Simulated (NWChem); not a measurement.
System: AlHSClF; SMILES [F][Al]([SH])[Cl]

Excerpt of the output:

```
             Northwest Computational Chemistry Package (NWChem) 7.3.0
             --------------------------------------------------------

 CS  symmetry detected

                             Geometry "geometry" -> ""
                             -------------------------

 Output coordinates in angstroms (scale by  1.889725989 to convert to a.u.)

  No.       Tag          Charge          X              Y              Z
 ---- ---------------- ---------- -------------- -------------- --------------
    1 Al                  13.0000     0.34328081     0.03044052     0.00000000
    2 Cl                  17.0000    -0.66168683     1.85195600     0.00000000
    3 F                    9.0000     2.00046318     0.02146142     0.00000000
    4 S                   16.0000    -0.72732023    -1.84428307     0.00000000
    5 H                    1.0000     0.41898066    -2.56360251     0.00000000

 Effective nuclear repulsion energy (a.u.)     244.0710455089

      Symmetry information
      --------------------

 Group name             Cs
 Group number              2
 Group order               2
 No. of unique centers     5

                                 NWChem DFT Module
                                 -----------------

 Summary of "ao basis" -> "ao basis" (spherical)
 ------------------------------------------------------------------------------
       Tag                 Description            Shells   Functions and Types
 ---------------- ------------------------------  ------  ---------------------
 Al                         def2-svp                 8       18   4s3p1d
 Cl                         def2-svp                 8       18   4s3p1d
 F                          def2-svp                 6       14   3s2p1d
 S                          def2-svp                 8       18   4s3p1d
 H                          def2-svp                 3        5   2s1p

      Symmetry analysis of basis
      --------------------------

        a'         53
        a"         20

            General Information
            -------------------
          SCF calculation type: DFT
          Wavefunction type:  closed shell.
          No. of atoms     :     5
          No. of electrons :    56
           Alpha electrons :    28
            Beta electrons :    28
          Charge           :     0
          Spin multiplicity:     1
          Use of symmetry is: on ; symmetry adaption is: on
          Maximum number of iterations: 150
          AO basis - number of functions:    73
                     number of shells:    33
          Convergence on energy requested:  1.00D-06
          Convergence on density requested:  1.00D-05
          Convergence on gradient requested:  5.00D-04

              XC Information
              --------------
                   Becke 97-D Method XC Functional
                  Becke 1997-D Exchange Functional  1.000
                Becke 1997-D Correlation Potential  1.000

             Grid Information
             ----------------
          Grid used for XC integration:  medium
          Radial quadrature: Mura-Knowles
          Angular quadrature: Lebedev.
          Tag              B.-S. Rad. Rad. Pts. Rad. Cut. Ang. Pts.
          ---              ---------- --------- --------- ---------
          Al                  1.25       88           8.0       590
          Cl                  1.00       88          11.0       590
          F                   0.50       49           9.0       434
          S                   1.00       88          10.0       590
          H                   0.35       45          11.0       434
          Grid pruning is: on
          Number of quadrature shells:   358
          Spatial weights used:  Erf1

      Superposition of Atomic Density Guess
      -------------------------------------

 Sum of atomic energies:       -1198.25404524

      Non-variational initial energy
      ------------------------------

 Total energy =   -1198.837227
 1-e energy   =   -2146.870717
 2-e energy   =     703.962444
 HOMO         =      -0.338541
 LUMO         =      -0.016699

      Symmetry analysis of molecular orbitals - initial
      -------------------------------------------------

  Numbering of irreducible representations:

     1 a'          2 a"

  Orbital symmetries:

     1 a'          2 a'          3 a'          4 a'          5 a'
     6 a'          7 a'          8 a'          9 a"         10 a'
    11 a'         12 a"         13 a'         14 a'         15 a'
    16 a"         17 a'         18 a'         19 a'         20 a'
    21 a'         22 a"         23 a'         24 a'         25 a"
    26 a'         27 a'         28 a"         29 a'         30 a"
    31 a'         32 a'         33 a'         34 a'         35 a'
    36 a"         37 a'         38 a'

     ---------------------------------------------
      Total Density - Mulliken Population Analysis
     ---------------------------------------------

    Atom       Charge   Shell Charges
 -----------   ------   -------------------------------------------------------
    1 Al  13    11.61   2.00  1.99  0.67  0.07  5.93  0.49  0.27  0.20
    2 Cl  17    17.45   2.00  1.99  1.23  0.71  5.94  2.17  3.39  0.01
    3 F    9     9.68   1.99  1.15  0.79  3.57  2.18  0.00
    4 S   16    16.48   2.00  1.99  1.20  0.64  5.94  1.81  2.88  0.02
    5 H    1     0.78   0.57  0.18  0.03

   convergence    iter        energy       DeltaE   RMS-Dens  Diis-err
 ---------------- ----- ----------------- --------- --------- ---------
 d= 0,ls=0.0,diis     1  -1200.9244132580 -1.44D+03  2.22D-02  6.62D-01
 d= 0,ls=0.0,diis     2  -1200.7569052944  1.68D-01  1.35D-02  2.62D+00
 d= 0,ls=0.0,diis     3  -1200.9999557880 -2.43D-01  3.32D-03  4.72D-02
 d= 0,ls=0.0,diis     4  -1201.0026452945 -2.69D-03  1.78D-03  1.69D-02
 d= 0,ls=0.0,diis     5  -1201.0052661141 -2.62D-03  3.59D-04  5.39D-04
  Resetting Diis
 d= 0,ls=0.0,diis     6  -1201.0053502468 -8.41D-05  7.12D-05  2.06D-05
 d= 0,ls=0.0,diis     7  -1201.0053533898 -3.14D-06  4.64D-05  2.24D-06
 d= 0,ls=0.0,diis     8  -1201.0053530109  3.79D-07  2.71D-05  4.92D-06
 d= 0,ls=0.0,diis     9  -1201.0053537287 -7.18D-07  2.65D-06  9.86D-08

         Total DFT energy =    -1201.005353728697
      One electron energy =    -2149.698035142348
           Coulomb energy =      788.205888263654
    Exchange-Corr. energy =      -83.580836986712
 Nuclear repulsion energy =      244.071045508911

    Dispersion correction =       -0.003415372203

 Numeric. integr. density =       56.000008163418

                  Occupations of the irreducible representations
                  ----------------------------------------------

                     irrep           alpha         beta
                     --------     --------     --------
                     a'               22.0         22.0
                     a"                6.0          6.0

                       DFT Final Molecular Orbital Analysis
                       ------------------------------------

 Vector   26  Occ=2.000000D+00  E=-3.032109D-01  Symmetry=a"
              MO Center= -5.4D-01,  1.6D+00,  2.3D-15, r^2= 1.7D+00
   Bfn.  Coefficient  Atom+Function         Bfn.  Coefficient  Atom+Function
  ----- ------------  ---------------      ----- ------------  ---------------
    31      0.602229  2 Cl pz                28      0.454880  2 Cl pz
    25      0.263645  2 Cl pz                42      0.119113  3 F  pz
    13      0.093518  1 Al pz                45     -0.088149  3 F  pz
    10      0.080565  1 Al pz                63      0.055629  4 S  pz
    60      0.049285  4 S  pz                 7     -0.046539  1 Al pz

 Vector   27  Occ=2.000000D+00  E=-2.943952D-01  Symmetry=a'
              MO Center= -5.6D-01,  1.2D+00,  2.5D-17, r^2= 3.0D+00
   Bfn.  Coefficient  Atom+Function         Bfn.  Coefficient  Atom+Function
  ----- ------------  ---------------      ----- ------------  ---------------
    29      0.468683  2 Cl px                26      0.359989  2 Cl px
    30      0.322087  2 Cl py                27      0.251368  2 Cl py
    23      0.207500  2 Cl px                62      0.172202  4 S  py
    24      0.144385  2 Cl py                59      0.139509  4 S  py
    61      0.122217  4 S  px                11      0.094327  1 Al px

 Vector   28  Occ=2.000000D+00  E=-2.521681D-01  Symmetry=a"
              MO Center= -6.2D-01, -1.6D+00, -1.7D-14, r^2= 2.0D+00
   Bfn.  Coefficient  Atom+Function         Bfn.  Coefficient  Atom+Function
  ----- ------------  ---------------      ----- ------------  ---------------
    63      0.610350  4 S  pz                60      0.435646  4 S  pz
    57      0.247431  4 S  pz                31     -0.128271  2 Cl pz
    13      0.093606  1 Al pz                28     -0.087243  2 Cl pz
    10      0.081382  1 Al pz                42      0.066448  3 F  pz
    15     -0.056001  1 Al d -1              45     -0.051340  3 F  pz

 Vector   29  Occ=0.000000D+00  E=-5.853507D-02  Symmetry=a'
              MO Center=  2.5D-01, -7.7D-02, -1.1D-14, r^2= 4.4D+00
   Bfn.  Coefficient  Atom+Function         Bfn.  Coefficient  Atom+Function
  ----- ------------  ---------------      ----- ------------  ---------------
     4      1.032502  1 Al s                  3      0.377421  1 Al s
    54     -0.352745  4 S  s                 62     -0.323786  4 S  py
    30      0.288054  2 Cl py                22     -0.280673  2 Cl s
     2      0.266711  1 Al s                 61     -0.233112  4 S  px
    53     -0.221597  4 S  s                 39     -0.217167  3 F  s

[...]
```

Level: B97-D/def2-SVP. Geometry: optimised at PBE0/def2-SVP.

Q: Which NWChem input produces such a log?

A: This is not unique; one that fits is the input that was run:
```
start job
memory heap 200 mb stack 900 mb global 1100 mb
geometry units angstroms noautoz
  Al     0.345869     0.036806     0.005886
  Cl    -0.647975     1.864312    -0.013467
  F      2.002964     0.017750     0.008540
  S     -0.736139    -1.831284     0.022426
  H      0.405754    -2.557524     0.031487
end
basis spherical
  * library def2-svp
end
dft
  xc becke97-d
  disp vdw 2
  iterations 150
  mulliken
end
task dft energy
```
